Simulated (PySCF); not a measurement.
SMILES [SiH3]CC[SeH] (GFN2-xTB optimised geometry):

```
12

Si     0.772    -1.636     0.048
C      0.065     0.134     0.000
C     -1.445     0.134     0.000
Se    -2.230     1.959     0.000
H      0.315    -2.299     1.270
H      0.290    -2.369    -1.124
H      2.230    -1.541     0.026
H      0.431     0.652    -0.890
H      0.429     0.699     0.861
H     -1.849    -0.326     0.903
H     -1.855    -0.382    -0.869
H     -1.590     2.369    -1.232
```

Computed with PBE0/def2-TZVP (PySCF 2.14.0).

**Question.** What are the frontier orbital energies and the dipole moment?

**Answer.** HOMO-2 -9.71 eV, HOMO-1 -8.21 eV, HOMO -6.49 eV, LUMO -0.06 eV, LUMO+1 0.56 eV; dipole moment 1.26 D.

Meta-Löwdin charges at PBE0/def2-TZVP: Si1 0.48, C2 -0.43, C3 -0.27, Se4 -0.06, H5 -0.09, H6 -0.09, H7 -0.09, H8 0.12, H9 0.13, H10 0.13, H11 0.13, H12 0.05.
